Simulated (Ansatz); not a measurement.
FH6NSi3, SMILES `F[Si]N([SiH3])[SiH3]`, 11 atoms. The species carries charge 0 and has multiplicity 1. All runs use 4 threads of an Arm Neoverse V2 on a shared host. Correlated methods freeze the cores.

Problem. How many basis functions does each run have, and how long does it take in Ansatz? RKS HSE06 (plane-wave form)-D4/def2-TZVPP energy; RKS B3LYP-D4/def2-TZVPP energy and forces; direct RPA on PBE orbitals/def2-TZVPP energy; RKS ωB97M-V/def2-QZVPP energy; RKS SPW92 (LDA)/def2-TZVPP energy; RKS PBE0-D4/def2-QZVPP energy; RKS PBE0-D4/def2-SVP energy; RHF-CCSD(T)/def2-SVP energy; RHF-CCSD(T)/def2-TZVPP energy; RKS PBE0-D4/def2-TZVP frequencies; RHF-MP2/def2-QZVPP energy; RKS ωB97M-V/def2-TZVPP energy and forces. (An estimate is asked.)

Solution. Computed: Other jobs shared the machine, so times are rough.

```json
{"level": "RKS PBE0-D4/def2-SVP", "job": "energy", "functions": "112", "wall time": "1.3 s", "peak host memory (GiB)": "0.24"}
{"level": "RKS SPW92 (LDA)/def2-TZVPP", "job": "energy", "functions": "272", "wall time": "1.4 s", "peak host memory (GiB)": "0.41"}
{"level": "RKS HSE06 (plane-wave form)-D4/def2-TZVPP", "job": "energy", "functions": "272", "wall time": "4.1 s", "peak host memory (GiB)": "0.86"}
{"level": "RHF-CCSD(T)/def2-SVP", "job": "energy", "functions": "112", "wall time": "4.6 s", "peak host memory (GiB)": "0.49"}
{"level": "RKS B3LYP-D4/def2-TZVPP", "job": "energy and forces", "functions": "272", "wall time": "6 s", "peak host memory (GiB)": "0.9"}
{"level": "direct RPA on PBE orbitals/def2-TZVPP", "job": "energy", "functions": "272", "wall time": "6 s", "peak host memory (GiB)": "0.7"}
{"level": "RKS PBE0-D4/def2-QZVPP", "job": "energy", "functions": "504", "wall time": "11 s", "peak host memory (GiB)": "2.3"}
{"level": "RKS ωB97M-V/def2-TZVPP", "job": "energy and forces", "functions": "272", "wall time": "14 s", "peak host memory (GiB)": "1.1"}
{"level": "RKS ωB97M-V/def2-QZVPP", "job": "energy", "functions": "504", "wall time": "26 s", "peak host memory (GiB)": "2.7"}
{"level": "RHF-MP2/def2-QZVPP", "job": "energy", "functions": "504", "wall time": "27 s", "peak host memory (GiB)": "3.4"}
{"level": "RKS PBE0-D4/def2-TZVP", "job": "frequencies", "functions": "209", "wall time": "2.7 min", "peak host memory (GiB)": "0.62"}
{"level": "RHF-CCSD(T)/def2-TZVPP", "job": "energy", "functions": "272", "wall time": "2.9 min", "peak host memory (GiB)": "6.6"}
```

B3LYP here is the variant with VWN-RPA as its local correlation; programs differ in this.
